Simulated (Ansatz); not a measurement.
## GeH2 (SMILES [GeH2]): methods side by side

GeH2 has 3 atoms, charge 0, and is taken as a singlet. SMILES: `[GeH2]`. Geometry: relaxed at PBE0-D4/def2-TZVP.

```xyz
3

Ge   -0.5701    0.4051   -0.2637
H     0.7830    0.7436    0.5090
H    -0.2129   -1.1487   -0.2453
```

Each level gives the energy change with the Ge1–H3 bond stretched from 1.594 to 1.993 Å (eV). The values are calculated.

```tsv
level	kind	program	value (eV)	less FCI/STO-3G	CPU time (all runs)
SVWN5/STO-3G (restricted)	LDA	Ansatz	1.38	+0.19	2.1 s
PBE0/STO-3G (restricted)	global hybrid	Ansatz	1.43	+0.24	1.5 s
wB97M-V/STO-3G (restricted)	range-separated hybrid	Ansatz	1.52	+0.33	18 s
B2PLYP/STO-3G (restricted)	double hybrid	Ansatz	1.41	+0.22	2 s
CCSD(T)/STO-3G (restricted)	coupled cluster or CI	Ansatz	1.19	0.00	0.54 s
CCSD/STO-3G (restricted)	coupled cluster or CI	Ansatz	1.19	0.00	0.52 s
CCSDTQ/STO-3G (restricted)	coupled cluster or CI	Ansatz	1.19	0.00	23 s
FCI/STO-3G	exact in the basis	Ansatz	1.19	0.00	0.92 s
```

FCI/STO-3G is exact within its basis and frozen core, so for wave-function methods in that basis the difference is their error; functionals converge differently with the basis, so for them it is only a difference. All-electron rows without a relativistic Hamiltonian named are non-relativistic. The first shape isn't each level's own minimum. The values span 1.19 to 1.52 eV. All rows use very small basis sets, so none should be taken for the real molecule's value. In the correlated wave-function rows the outer d shell of Ge is correlated, in sets not made for it. In so small a basis fixed costs decide the times, and correlated methods can beat functionals. CPU times are rough (shared hosts, several kinds of processor and program).
